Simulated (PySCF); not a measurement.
# Reading the logs of faulty runs: AlFH2NSi

All numbers below are calculated, not measured. The program is PySCF 2.14.0, an open-source quantum chemistry code, run on an isolated molecule that a program drew, which may never have been made. The molecule is AlFH2NSi (charge 0, doublet), drawn as the SMILES string `[F][Al][N]=[SiH2]`.

Each row is a Hartree-Fock (HF) and frozen-core CCSD(T) single point in the cc-pV(D+d)Z basis, meant for a local HF minimum. Run 1 is clean. Each other run has one planted mistake out of seven kinds, and not every kind appears here: one electron removed, one electron added, multiplicity raised by two, geometry at a saddle point, minimal basis STO-3G, one bond length entered in bohr, all coordinates scaled. The reference is restricted for singlets and unrestricted otherwise, and also for a bond in bohr. Adding or removing an electron swaps singlet and doublet. Electrons count all cores. HOMO and LUMO are orbital energies over both spins, the gradient is its largest component, and the lowest frequency (negative if imaginary) is given only where the gradient is small. Bond lengths are over the 5 bonds as drawn. T1 is the CCSD diagnostic: over 0.02 (restricted) or 0.045 (unrestricted) a single reference is doubtful.

Geometry of the clean run:
```xyz
6
AlFH2NSi, angstrom
F    -1.2826    0.2687    0.0393
Al    0.0719    1.2312   -0.0491
N     1.3910    0.7697   -1.0917
Si    2.5952    0.3972   -2.0108
H     2.7433    0.8238   -3.4141
H     3.7472   -0.4224   -1.5935
```

```
run,electrons,basis functions,<S^2>,HOMO (eV),LUMO (eV),gradient (hartree/bohr),lowest frequency (cm^-1),mean bond (Å),longest bond (Å),T1,HF (hartree),CCSD(T) (hartree),mistake
1,45,84,0.753,-8.37,1.16,4.3e-06,81,1.5832,1.744,0.0200,-685.96940,-686.49243,no fault
2,46,84,0.000,-0.31,5.77,5.6e-02,-,1.5832,1.744,0.0246,-685.94765,-686.51262,one electron added
3,45,30,1.188,-4.51,7.39,5.5e-02,-,1.5832,1.744,0.0592,-677.49995,-677.67652,minimal basis STO-3G
4,44,84,0.000,-15.76,-6.91,6.5e-02,-,1.5832,1.744,0.0206,-685.68787,-686.20839,one electron removed
5,45,84,3.772,-6.10,-0.43,1.3e-01,-,1.5832,1.744,0.0239,-685.87039,-686.35651,?
6,45,84,0.752,-8.30,1.22,1.0e-02,-,1.5657,1.724,0.0196,-685.96847,-686.48927,?
```

**Which mistake was planted in run 5, and what did it cost?**

Electrons, basis and geometry are unchanged, and <S^2> is 3.772, beside S(S+1) = 3.75 for a multiplicity of 4. So the mistake is: multiplicity raised by two. Subtracting run 1 and multiplying by 627.51 kcal/mol a hartree, the energy moved by 62.1 kcal/mol in HF and 85.3 kcal/mol in CCSD(T).

**Which mistake was planted in run 6, and what did it cost?**

The mean and the longest bond both change by the same factor, 0.989, and the gradient is no longer small. So the mistake is: all coordinates scaled. Subtracting run 1 and multiplying by 627.51 kcal/mol a hartree, the energy moved by 0.6 kcal/mol in HF and 2.0 kcal/mol in CCSD(T).

Cautions from the logs. Run 2: T1 is over the limit, so its CCSD(T) energy is less reliable; run 3: T1 is over the limit, so its CCSD(T) energy is less reliable; run 4: T1 is over the limit, so its CCSD(T) energy is less reliable.
